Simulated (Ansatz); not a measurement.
# CH8BSSi+: structure from calculated spectroscopic constants

These gas-phase data were calculated for one isomer of CH8BSSi+ at PBE0-D3(BJ)/pcseg-1 (harmonic, unscaled wavenumbers; equilibrium rotational constants with average atomic masses):

| Item | Value |
| --- | --- |
| rotational constants | 10.36, 2.163, 1.887 GHz |
| all wavenumbers above 1500 cm⁻¹ | 3193, 3165, 3066, 2859, 2708, 2701, 2336, 2312 |

Candidates:

(1) `CB[SH+][SiH3]`, a singlet
(2) `B[SH+][SiH2]C`, a singlet

Which candidate do the data belong to?

Candidate (2). 2 modes lie between 2000 and 2380 cm⁻¹, one for each Si–H bond, while (1) has 3.

The same quantities for all candidates:

```tsv
	rotational constants (GHz)	wavenumbers above 1500 cm⁻¹	E above the lowest, PBE0-D3(BJ)/pcseg-1 (kcal/mol)
(1)	10.18, 1.881, 1.719	3186, 3105, 3037, 2740, 2697, 2354, 2347, 2308	0.0
(2)	10.36, 2.163, 1.887	3193, 3165, 3066, 2859, 2708, 2701, 2336, 2312	4.0
```

Each candidate is one conformer. Programs: Ansatz 0.2.0.
